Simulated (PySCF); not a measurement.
PySCF input file for NiO, SMILES [O]=[Ni] (connectivity only; charge and spin as stated), neutral, multiplicity 3, TDA-LC-ωPBE/def2-TZVPD. Coordinates come from a PBE0-D3(BJ)/def2-TZVPD optimisation. The multiplicity is an assumed one; other spin states were not compared.

```python
import numpy as np
from pyscf import gto, scf, dft, tdscf

mol = gto.M(
    atom='''
    Ni    0.00000000    0.00000000   -0.35884025
    O     0.00000000    0.00000000    1.25594086
    ''',
    basis='def2-TZVPD',
    charge=0,
    spin=2,
    max_memory=1600,
    verbose=4,
)
mf = dft.UKS(mol, xc='lc_wpbe').density_fit(auxbasis='def2-universal-jkfit')
mf.grids.level = 3
mf.conv_tol = 1e-9
mf.max_cycle = 100
mf.kernel()
fine, coarse = mf.grids, dft.Grids(mol).set(level=1).build(with_non0tab=True)
for _ in range(3):  # follow internal instabilities
    mf.grids = coarse
    mo, _, stable, _ = mf.stability(return_status=True, nroots=4)
    mf.grids = fine
    if stable:
        break
    mf.kernel(mf.make_rdm1(mo, mf.mo_occ))
mf.grids = dft.Grids(mol).set(level=1).build(with_non0tab=True)  # coarser grid for the response kernel
td = tdscf.TDA(mf)
td.nstates = 10
td.conv_tol = 1e-4
td.positive_eig_threshold = 1e-6
td.kernel(x0=td.get_init_guess(mf, 15))
td.analyze()
```

Log of the run:

```
PySCF version 2.14.0

[INPUT] verbose = 4
[INPUT] num. atoms = 2
[INPUT] num. electrons = 36
[INPUT] charge = 0
[INPUT] spin (= nelec alpha-beta = 2S) = 2
[INPUT] symmetry False subgroup None
[INPUT] Mole.unit = angstrom
[INPUT] Symbol           X                Y                Z      unit          X                Y                Z       unit  Magmom
[INPUT]  1 Ni     0.000000000000   0.000000000000  -0.358840250000 AA    0.000000000000   0.000000000000  -0.678109794970 Bohr   0.0
[INPUT]  2 O      0.000000000000   0.000000000000   1.255940860000 AA    0.000000000000   0.000000000000   2.373384254051 Bohr   0.0

nuclear repulsion = 73.4066645392452
number of shells = 30
number of NR pGTOs = 150
number of NR cGTOs = 88
basis = def2-TZVPD
ecp = {}


[settings echo left out]
init E= -1582.38278879906
  alpha nocc = 19  HOMO = 0.131372125770759  LUMO = 0.157600349890415

WARN: beta  nocc = 17  HOMO 0.0846233346772183 >= LUMO 0.0846233346773343


WARN: HOMO 0.131372125770759 >= LUMO 0.0846233346773343

cycle= 1 E= -1556.66967630201  delta_E= 25.7  |g|= 6.32  |ddm|= 38.8
  alpha nocc = 19  HOMO = -2.87103100926541  LUMO = -2.2203200914565
  beta  nocc = 17  HOMO = -2.92594610731324  LUMO = -2.86781392625489
  HOMO = -2.87103100927  LUMO = -2.86781392625  gap/eV = 0.08754
cycle= 2 E= -1536.44125695393  delta_E= 20.2  |g|= 11.6  |ddm|= 39.7
  alpha nocc = 19  HOMO = -1.40558558600562  LUMO = -1.31817485662581
  beta  nocc = 17  HOMO = -1.48854692591161  LUMO = -1.38532558186155
  HOMO = -1.40558558601  LUMO = -1.38532558186  gap/eV = 0.55130
cycle= 3 E= -1570.17628918542  delta_E= -33.7  |g|= 8.01  |ddm|= 8.85
  alpha nocc = 19  HOMO = -1.06599713085182  LUMO = -0.86005323409514
  beta  nocc = 17  HOMO = -1.28582730144775  LUMO = -0.904338615292345
  HOMO = -1.06599713085  LUMO = -0.904338615292  gap/eV = 4.39895
cycle= 4 E= -1569.5880855715  delta_E= 0.588  |g|= 7.76  |ddm|= 2.17
  alpha nocc = 19  HOMO = -1.17704100214544  LUMO = -0.927285079251908
[...]
  HOMO = -0.582008137728  LUMO = -0.352381543228  gap/eV = 6.24846
cycle= 11 E= -1581.22331373449  delta_E= -27.2  |g|= 2.99  |ddm|= 24.3
  alpha nocc = 19  HOMO = -0.576626749737341  LUMO = -0.163442228299452
  beta  nocc = 17  HOMO = -0.454610949815866  LUMO = -0.280906165413155
  HOMO = -0.454610949816  LUMO = -0.280906165413  gap/eV = 4.72675
cycle= 12 E= -1582.77033105561  delta_E= -1.55  |g|= 1.49  |ddm|= 1.11
  alpha nocc = 19  HOMO = -0.427804183106129  LUMO = -0.0499126982151583
  beta  nocc = 17  HOMO = -0.38251436215576  LUMO = -0.0513117262619635
  HOMO = -0.382514362156  LUMO = -0.051311726262  gap/eV = 9.01248
cycle= 13 E= -1582.99426034061  delta_E= -0.224  |g|= 1.09  |ddm|= 0.387
  alpha nocc = 19  HOMO = -0.415937723767903  LUMO = -0.0258661837430347
  beta  nocc = 17  HOMO = -0.423954912390556  LUMO = -0.0461755366922418
  HOMO = -0.415937723768  LUMO = -0.0461755366922  gap/eV = 10.06174
cycle= 14 E= -1583.05927737129  delta_E= -0.065  |g|= 0.955  |ddm|= 0.282
  alpha nocc = 19  HOMO = -0.421694007474501  LUMO = -0.0335952448469734
  beta  nocc = 17  HOMO = -0.426581072401738  LUMO = -0.0487573925583713
  HOMO = -0.421694007475  LUMO = -0.0487573925584  gap/eV = 10.14812
cycle= 15 E= -1583.02203953475  delta_E= 0.0372  |g|= 1.04  |ddm|= 0.0378
  alpha nocc = 19  HOMO = -0.38297959832357  LUMO = -0.0122821592941411
  beta  nocc = 17  HOMO = -0.349962900673319  LUMO = -0.0127305457626679
  HOMO = -0.349962900673  LUMO = -0.0127305457627  gap/eV = 9.17656
cycle= 16 E= -1583.24290818308  delta_E= -0.221  |g|= 0.156  |ddm|= 0.292
  alpha nocc = 19  HOMO = -0.377508503796922  LUMO = -0.0109265944091531
  beta  nocc = 17  HOMO = -0.338511012797085  LUMO = -0.0155358525253508
  HOMO = -0.338511012797  LUMO = -0.0155358525254  gap/eV = 8.78860
cycle= 17 E= -1583.25007663561  delta_E= -0.00717  |g|= 0.0303  |ddm|= 0.07
  alpha nocc = 19  HOMO = -0.372557559023358  LUMO = -0.0109706662083427
  beta  nocc = 17  HOMO = -0.334307537235823  LUMO = -0.0117177221238817
  HOMO = -0.334307537236  LUMO = -0.0117177221239  gap/eV = 8.77812
cycle= 18 E= -1583.25142320441  delta_E= -0.00135  |g|= 0.0216  |ddm|= 0.0537
  alpha nocc = 19  HOMO = -0.373395164225068  LUMO = -0.0129943753859379
  beta  nocc = 17  HOMO = -0.337581610702685  LUMO = -0.0139335913616876
  HOMO = -0.337581610703  LUMO = -0.0139335913617  gap/eV = 8.80691
cycle= 19 E= -1583.25247643997  delta_E= -0.00105  |g|= 0.0107  |ddm|= 0.0568
  alpha nocc = 19  HOMO = -0.37083330994094  LUMO = -0.0101783409392767
  beta  nocc = 17  HOMO = -0.3410062962921  LUMO = -0.0163072927139968
  HOMO = -0.341006296292  LUMO = -0.016307292714  gap/eV = 8.83551
cycle= 20 E= -1583.25359200525  delta_E= -0.00112  |g|= 0.00544  |ddm|= 0.0982
  alpha nocc = 19  HOMO = -0.368455511857243  LUMO = -0.00968118318678111
  beta  nocc = 17  HOMO = -0.342211452779225  LUMO = -0.017811944455945
  HOMO = -0.342211452779  LUMO = -0.0178119444559  gap/eV = 8.82736
cycle= 21 E= -1583.25388154328  delta_E= -0.00029  |g|= 0.00361  |ddm|= 0.0496
  alpha nocc = 19  HOMO = -0.366230072093246  LUMO = -0.00918156342091613
  beta  nocc = 17  HOMO = -0.342619320187929  LUMO = -0.018646462595317
  HOMO = -0.342619320188  LUMO = -0.0186464625953  gap/eV = 8.81575
cycle= 22 E= -1583.25399443918  delta_E= -0.000113  |g|= 0.0034  |ddm|= 0.0363
  alpha nocc = 19  HOMO = -0.365212480609538  LUMO = -0.00890379430274255
  beta  nocc = 17  HOMO = -0.342521318226069  LUMO = -0.0187421311529687
  HOMO = -0.342521318226  LUMO = -0.018742131153  gap/eV = 8.81048
cycle= 23 E= -1583.25402435254  delta_E= -2.99e-05  |g|= 0.00175  |ddm|= 0.0176
  alpha nocc = 19  HOMO = -0.36464219917179  LUMO = -0.00855392956246256
  beta  nocc = 17  HOMO = -0.342656823193863  LUMO = -0.0184511036758699
  HOMO = -0.342656823194  LUMO = -0.0184511036759  gap/eV = 8.82209
cycle= 24 E= -1583.2540315397  delta_E= -7.19e-06  |g|= 0.000531  |ddm|= 0.0102
  alpha nocc = 19  HOMO = -0.364525153644579  LUMO = -0.00858112088230106
  beta  nocc = 17  HOMO = -0.342684185983579  LUMO = -0.0184166117085612
  HOMO = -0.342684185984  LUMO = -0.0184166117086  gap/eV = 8.82377
cycle= 25 E= -1583.254032047  delta_E= -5.07e-07  |g|= 0.000194  |ddm|= 0.00111
  alpha nocc = 19  HOMO = -0.364466172673003  LUMO = -0.00857891000427385
  beta  nocc = 17  HOMO = -0.342707385968403  LUMO = -0.0184127128319932
  HOMO = -0.342707385968  LUMO = -0.018412712832  gap/eV = 8.82451
cycle= 26 E= -1583.25403219055  delta_E= -1.44e-07  |g|= 8.92e-05  |ddm|= 0.0014
  alpha nocc = 19  HOMO = -0.364463433501563  LUMO = -0.00858822567837155
  beta  nocc = 17  HOMO = -0.342714989362051  LUMO = -0.0184134426442253
  HOMO = -0.342714989362  LUMO = -0.0184134426442  gap/eV = 8.82469
cycle= 27 E= -1583.25403220895  delta_E= -1.84e-08  |g|= 6.27e-05  |ddm|= 0.000322
  alpha nocc = 19  HOMO = -0.364474870650604  LUMO = -0.00860606840901783
  beta  nocc = 17  HOMO = -0.342724313431354  LUMO = -0.0184179681689337
  HOMO = -0.342724313431  LUMO = -0.0184179681689  gap/eV = 8.82483
cycle= 28 E= -1583.25403221611  delta_E= -7.16e-09  |g|= 1.25e-05  |ddm|= 0.000215
  alpha nocc = 19  HOMO = -0.364478395322323  LUMO = -0.00861058686092434
  beta  nocc = 17  HOMO = -0.342729103284157  LUMO = -0.0184174266793485
  HOMO = -0.342729103284  LUMO = -0.0184174266793  gap/eV = 8.82497
cycle= 29 E= -1583.25403221687  delta_E= -7.53e-10  |g|= 9.22e-06  |ddm|= 6.72e-05
  alpha nocc = 19  HOMO = -0.364478138207804  LUMO = -0.00861097485885702
  beta  nocc = 17  HOMO = -0.342728349259446  LUMO = -0.0184168501080438
  HOMO = -0.342728349259  LUMO = -0.018416850108  gap/eV = 8.82497
Extra cycle  E= -1583.25403221688  delta_E= -1.39e-11  |g|= 2.41e-05  |ddm|= 1.46e-05
converged SCF energy = -1583.25403221688  <S^2> = 2.0257094  2S+1 = 3.0170909
tot grids = 12624
uhf_internal: lowest eigs of H = [0.02933761 0.02936543 0.0319276  0.04999161]
<class 'pyscf.df.df_jk.DFUKS'> wavefunction is stable in the internal stability analysis
tot grids = 12624
Overwritten attributes  positive_eig_threshold  of <class 'pyscf.tdscf.uks.TDA'>


******** <class 'pyscf.tdscf.uks.TDA'> for <class 'pyscf.df.df_jk.DFUKS'> ********
nstates = 10
deg_eia_thresh = 1.000e-03
wfnsym = None
conv_tol = 0.0001
eigh lindep = 1e-12
eigh level_shift = 0
eigh max_cycle = 100


Excitation energies (eV)
[0.6206659  0.62095564 1.00185828 1.00185895 1.58655179 1.58660586
 1.76934741 1.94093574 1.94165267 2.35412662]

** Excitation energies and oscillator strengths **
Excited State   1:      0.62067 eV   1997.60 nm  f=0.0010
      12b ->   20b     -0.12045
      17b ->   20b     -0.94261
      17b ->   21b     -0.25044
Excited State   2:      0.62096 eV   1996.67 nm  f=0.0010
      12b ->   19b     -0.12024
      17b ->   19b     -0.94264
      17b ->   22b     -0.25043
Excited State   3:      1.00186 eV   1237.54 nm  f=0.0000
      15b ->   19b     -0.68423
      15b ->   22b     -0.16287
      16b ->   20b     -0.68542
      16b ->   21b     -0.16317
Excited State   4:      1.00186 eV   1237.54 nm  f=0.0000
      15b ->   20b     -0.68519
      15b ->   21b     -0.16312
      16b ->   19b      0.68446
      16b ->   22b      0.16292
Excited State   5:      1.58655 eV    781.47 nm  f=0.0004
      15b ->   19b     -0.60536
      15b ->   20b     -0.29920
      15b ->   22b     -0.13466
      16b ->   19b     -0.29945
      16b ->   20b      0.60407
      16b ->   21b      0.13440
      17b ->   20b     -0.15931
Excited State   6:      1.58661 eV    781.44 nm  f=0.0004
      15b ->   19b      0.29964
      15b ->   20b     -0.60445
      15b ->   21b     -0.13449
      16b ->   19b     -0.60497
      16b ->   20b     -0.29901
      16b ->   22b     -0.13458
      17b ->   19b     -0.15932
Excited State   7:      1.76935 eV    700.73 nm  f=0.0005
      14a ->   20a     -0.14577
      19a ->   20a     -0.62845
      19a ->   24a      0.13441
      12b ->   18b      0.15986
      17b ->   18b      0.68411
      17b ->   23b     -0.10664
      17b ->   24b     -0.15194
Excited State   8:      1.94094 eV    638.79 nm  f=0.0000
      13b ->   19b     -0.58892
      13b ->   20b     -0.28458
      13b ->   22b     -0.17680
      14b ->   19b      0.28462
      14b ->   20b     -0.58934
      14b ->   21b     -0.17691
      15b ->   18b     -0.22283
Excited State   9:      1.94165 eV    638.55 nm  f=0.0000
      13b ->   19b     -0.28451
      13b ->   20b      0.58911
      13b ->   21b      0.17686
      14b ->   19b     -0.58918
      14b ->   20b     -0.28471
      14b ->   22b     -0.17683
      16b ->   18b     -0.22277
Excited State  10:      2.35413 eV    526.67 nm  f=0.0000
      15a ->   20a      0.42524
      15a ->   24a     -0.10013
      13b ->   20b     -0.12210
      14b ->   19b      0.12208
      16b ->   18b     -0.82794
      16b ->   23b      0.11629
      16b ->   24b      0.19370
      16b ->   27b     -0.13866

** Transition electric dipole moments (AU) **
state          X           Y           Z        Dip. S.      Osc.
  1        -0.0583     -0.2525     -0.0000      0.0672      0.0010
  2        -0.2526      0.0583      0.0000      0.0672      0.0010
  3        -0.0000      0.0001     -0.0000      0.0000      0.0000
  4         0.0002      0.0001      0.0000      0.0000      0.0000
  5         0.0235      0.1001      0.0000      0.0106      0.0004
  6         0.1000     -0.0235     -0.0000      0.0106      0.0004
  7        -0.0000     -0.0000      0.1086      0.0118      0.0005
  8        -0.0000     -0.0000     -0.0001      0.0000      0.0000
  9         0.0000      0.0000      0.0001      0.0000      0.0000
 10        -0.0000      0.0000      0.0000      0.0000      0.0000

** Transition velocity dipole moments (imaginary part, AU) **
state          X           Y           Z        Dip. S.      Osc.
  1         0.0006      0.0026      0.0000      0.0000      0.0002
  2         0.0026     -0.0006     -0.0000      0.0000      0.0002
  3         0.0000     -0.0000      0.0000      0.0000      0.0000
  4         0.0000      0.0000     -0.0000      0.0000      0.0000
  5         0.0040      0.0172     -0.0000      0.0003      0.0036
  6         0.0172     -0.0040      0.0000      0.0003      0.0036
  7        -0.0000     -0.0000      0.0009      0.0000      0.0000
  8         0.0000     -0.0000      0.0000      0.0000      0.0000
  9        -0.0000     -0.0000     -0.0000      0.0000      0.0000
 10        -0.0000      0.0000      0.0000      0.0000      0.0000

** Transition magnetic dipole moments (imaginary part, AU) **
state          X           Y           Z
  1        -0.5263      0.1215     -0.0000
  2         0.1214      0.5258     -0.0000
  3        -0.0007     -0.0001     -0.0000
  4         0.0002     -0.0009     -0.0000
  5         0.8345     -0.1964      0.0000
  6        -0.1964     -0.8346      0.0000
  7        -0.0000      0.0000     -0.0000
  8        -0.0000      0.0000      0.0005
  9         0.0000      0.0000      0.0002
 10         0.0000     -0.0000     -0.0000
```

Self-consistency was reached.
